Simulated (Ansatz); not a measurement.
BeS, closed-shell singlet (the spin of the measured ground state), most abundant isotopes (9.0122 and 31.9721 u). Constants from fifth-degree fits in 1/R to seven points on the lowest solution found; no spin–orbit coupling, no relativity up to Kr; ω_e x_e and α_e move by some per cent with the fit.

Correlated levels freeze the inner cores; with def2 sets outer-core shells near the valence are correlated too.

Programs: Ansatz (Gaussian orbitals). Each number belongs to the level named beside it.

Total energies (hartree; each atom in its lowest state at that level) and vibrational constants (cm⁻¹):

```json
[
 {"level": "PBE/def2-TZVPP", "E(BeS) at r_e": "-412.702172", "E(Be)": "-14.628245", "E(S)": "-397.938368", "ω_e": "976", "ω_e x_e": "5.6"},
 {"level": "B3LYP/def2-TZVPP", "E(BeS) at r_e": "-412.927195", "E(Be)": "-14.672020", "E(S)": "-398.132399", "ω_e": "999", "ω_e x_e": "5.9"},
 {"level": "wB97M-V/def2-TZVPP", "E(BeS) at r_e": "-412.875558", "E(Be)": "-14.661041", "E(S)": "-398.090714", "ω_e": "1022", "ω_e x_e": "5.8"},
 {"level": "CCSD(T)/def2-QZVPP", "E(BeS) at r_e": "-412.441377", "E(Be)": "-14.655539", "E(S)": "-397.668694", "ω_e": "990", "ω_e x_e": "5.9"}
]
```

Question: Work out D_e and D₀ in eV.

Answer: 
D_e = E(Be) + E(S) − E(molecule), times 27.2114 eV; D₀ = D_e − (ω_e/2 − ω_e x_e/4)/8065.54.
- PBE/def2-TZVPP: D_e = 3.689, zero point 0.060, D₀ = 3.628 eV
- B3LYP/def2-TZVPP: D_e = 3.341, zero point 0.062, D₀ = 3.279 eV
- wB97M-V/def2-TZVPP: D_e = 3.369, zero point 0.063, D₀ = 3.306 eV
- CCSD(T)/def2-QZVPP: D_e = 3.188, zero point 0.061, D₀ = 3.126 eV
No counterpoise correction is made.

Ansatz is an electronic-structure program.
